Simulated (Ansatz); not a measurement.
Reaction (ligand exchange at a B–C bond): `[SiH3]B[CH2][InH2]` + H–F → `FB[SiH3]` + `[CH3][InH2]`

Gas-phase electronic energies from Ansatz, PBE0-D4/def2-TZVP geometries. CBS: MP2 limit from def2 TZ/QZ plus the TZ coupled-cluster correction, frozen cores. This one scheme is used for every species. Functionals use def2-TZVPP. def2 core potentials past Kr. For In outer-core shells are correlated without core-valence functions, which leaves a few kJ/mol of doubt a bond. Each species was taken in one conformer, which may not be the lowest.

```
   level  ΔE (eV)
 BLYP-D4    -0.79
BHLYP-D4    -0.86
```

Question: What does CCSD(T)/CBS give? (Estimate.)

Answer: Computed: -0.52 eV. The listed levels differ from it by -0.27, -0.34 eV.

Largest T1 diagnostic among the species: 0.014.

At CCSD(T), def2-SVP lies −0.38 eV from the extrapolated value and def2-TZVPP −0.12 eV. The D4 term adds +0.18 eV with B3LYP and +0.10 eV with PBE0; it sums over pairs of atoms, weighted by their polarisabilities, and B3LYP, whose exchange is more repulsive, gets the larger term. In def2-TZVPP, CCSD(T) changes the Hartree–Fock value by +0.69 eV (the triples alone add +0.11 eV) and MP2 by +0.80 eV.

B3LYP here is the variant with VWN-RPA as its local correlation; programs differ in this.
